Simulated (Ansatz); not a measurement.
Species: FeBr (charge 0, sextet). The spin state was set by rule; other spins were not relaxed. 
Geometry from a B3LYP-D3(BJ)/def2-TZVP (Ansatz, a quantum-chemistry and plane-wave program) optimisation:
```
Fe
Br 1 2.3540
```
Charge 0, spin multiplicity 6.

Wanted: vertical electron affinity (to the quintet state of charge -1; a negative value means that the extra electron is unbound and the number depends on the basis; each state is the SCF solution reached for its spin; for the quintet the Hartree-Fock reference is unstable and T1 is 0.065), in eV. Correlated levels leave the core frozen unless marked. UHF or UKS for open shells. No spin-orbit coupling. Frozen are the shells of the preceding noble gas and the d and f shells that filled before the atom's block. Non-relativistic. Anions need diffuse functions: def2-D sets add few. 

| level | program | vertical electron affinity (eV) |
|---|---|---|
| PBE0/def2-TZVPD | Ansatz | 1.55 |
| wB97X/def2-TZVPD | Ansatz | 2.04 |
| CCSD/def2-SVPD | Ansatz | 1.20 |
| CCSD/def2-TZVPPD | Ansatz | 1.40 |
| CCSD(T)/def2-SVPD | Ansatz | 1.25 |
| CCSD(T)/def2-TZVPPD | Ansatz | 1.49 |
